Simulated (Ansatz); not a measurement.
Ni (SMILES [Ni]), triplet; Ansatz (a quantum-chemistry and plane-wave program) with B3LYP/def2-TZVP.

Input for Ansatz:
Ansatz 0.2 input:
```yaml
crystal:
  periodic: [false, false, false]
  atoms:
    - {symbol: Ni, position_ang: [0.00000000, 0.00000000, 0.00000000]}
basis:
  gaussian:
    orbitals: def2-TZVP
hamiltonian:
  xc: b3lyp
magnetization: {spin_polarized: true, initial_magnetization: 2}
```

What the program printed (banner, timings and long lists left out):

```
Functional definition: B3LYP
302 factors; integrals over basis functions are off by at most 8.5e-5 eV
mean field evaluation 1: about -41039.3782 eV, gradient 4.9e1 eV
mean field evaluation 2: about -40940.0788 eV, gradient 2.4e2 eV
mean field evaluation 4: about -41043.6400 eV, gradient 3.8e0 eV
mean field evaluation 8: about -41043.6748 eV, gradient 6.1e-2 eV
mean field evaluation 16: about -41043.6774 eV, gradient 6.0e-3 eV
mean field evaluation 32: about -41043.6867 eV, gradient 1.2e-5 eV
mean field evaluation 64: about -41043.5159 eV, gradient 8.7e0 eV
mean field evaluation 96: about -41043.6675 eV, gradient 1.5e0 eV
mean field -41043.68665261 eV, -1508.3276640735 hartree, gradient 3.1e-6 eV, S^2 2.000215; 8 other end points of the search recorded, 0 dependent functions left out
reference -41043.68679820 eV, -1508.3276694238 hartree; 15, 13 occupied and 30, 32 virtual orbitals, 302 factors
Total energy: -41043.68679820 eV, -1508.3276694238 hartree
```
